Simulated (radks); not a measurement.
Values are calculated unless marked as measured or tabulated.
Ionisation of the caesium ion Cs+, [Xe], to [Kr] 4d10 5s2 5p5 as the strength of local exchange is varied. Level of theory: Dirac Kohn-Sham, Slater X-alpha exchange (alpha = 2/3 is LDA exchange), no correlation, spin-unpolarised, spherical densities, point nucleus (a radial shooting solver on a logarithmic mesh with Libxc functionals).

| alpha | E(Cs+) (hartree) | exchange (hartree) | IE (eV) | -e of the level emptied (eV) | <r> of it (bohr) |
|---|---|---|---|---|---|
| 0.667 | -7778.8532 | -181.1607 | 21.876 | 16.966 (5p3/2) | 2.116 |
| 0.719 | -7792.9887 | -195.6173 | 22.600 | 17.648 (5p3/2) | 2.096 |
| 0.749 | -7801.1547 | -203.9795 | 23.022 | 18.047 (5p3/2) | 2.085 |
| 0.825 | -7821.8780 | -225.2352 | 24.109 | 19.075 (5p3/2) | 2.057 |
| 0.882 | -7837.4541 | -241.2444 | 24.940 | 19.862 (5p3/2) | 2.037 |
| 0.975 | -7862.9300 | -267.4884 | 26.322 | 21.176 (5p3/2) | 2.006 |
| 1.02 | -7875.2846 | -280.2422 | 27.003 | 21.825 (5p3/2) | 1.991 |
| 1.026 | -7876.9332 | -281.9454 | 27.094 | 21.912 (5p3/2) | 1.989 |

NIST Atomic Spectra Database: 23.157 eV (measured). The Delta-SCF value meets it near alpha = 0.76. Spin polarisation and multiplet splitting are left out, so open shells lie too high by an amount that depends on their filling.

Beside tabulated values, note that spin-unpolarised runs miss the spin-polarisation part of the exchange energy of open shells.
